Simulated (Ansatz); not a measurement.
## BH2Br− (SMILES [BH2-]Br): the energy, rung by rung

BH2Br−: 4 atoms, total charge -1, spin state doublet. As SMILES, `[BH2-]Br`. Geometry: relaxed at GFN2-xTB.

```xyz
4

B    -0.3806    0.1488    0.0018
Br    1.5401    0.5809    0.6615
H    -0.7702   -0.8617    0.5475
H    -0.3893    0.1320   -1.2108
```

Quantity: the energy change with the B1–H3 bond stretched from 1.213 to 1.819 Å, in eV. The values are calculated.

```
           level                    kind  program  value (eV)  less FCI/STO-3G  CPU time (all runs)
     UPBE/STO-3G                     GGA   Ansatz        2.23            -0.11                3.6 s
U-r2SCAN0/STO-3G         hybrid meta-GGA   Ansatz        2.60            +0.26                 10 s
   UB3LYP/STO-3G           global hybrid   Ansatz        2.37            +0.03                3.7 s
U-wB97M-V/STO-3G  range-separated hybrid   Ansatz        2.49            +0.15                 43 s
 UBCCD(T)/STO-3G   coupled cluster or CI   Ansatz        2.35            +0.01                  1 s
    UCCSD/STO-3G   coupled cluster or CI   Ansatz        2.36            +0.02               0.77 s
UCCSDT(Q)/STO-3G   coupled cluster or CI   Ansatz        2.34             0.00                  4 s
   UCCSDT/STO-3G   coupled cluster or CI   Ansatz        2.34             0.00                2.5 s
      FCI/STO-3G      exact in the basis   Ansatz        2.34             0.00                5.7 s
```

FCI/STO-3G is exact within its basis and frozen core, so for wave-function methods in that basis the difference is their error; functionals converge differently with the basis, so for them it is only a difference. All-electron rows without a relativistic Hamiltonian named are non-relativistic. Sets without diffuse functions describe the anion poorly. The first shape isn't each level's own minimum. The values span 2.23 to 2.60 eV. Spin contamination of the reference (⟨S²⟩ at least 0.1 too high) touches UBCCD(T)/STO-3G, UCCSD/STO-3G, UCCSDT(Q)/STO-3G, UCCSDT/STO-3G. All rows use very small basis sets, so none should be taken for the real molecule's value. In the correlated wave-function rows the outer d shell of Br is correlated, in sets not made for it. In so small a basis fixed costs decide the times, and correlated methods can beat functionals. CPU times are rough (shared hosts, several kinds of processor and program).
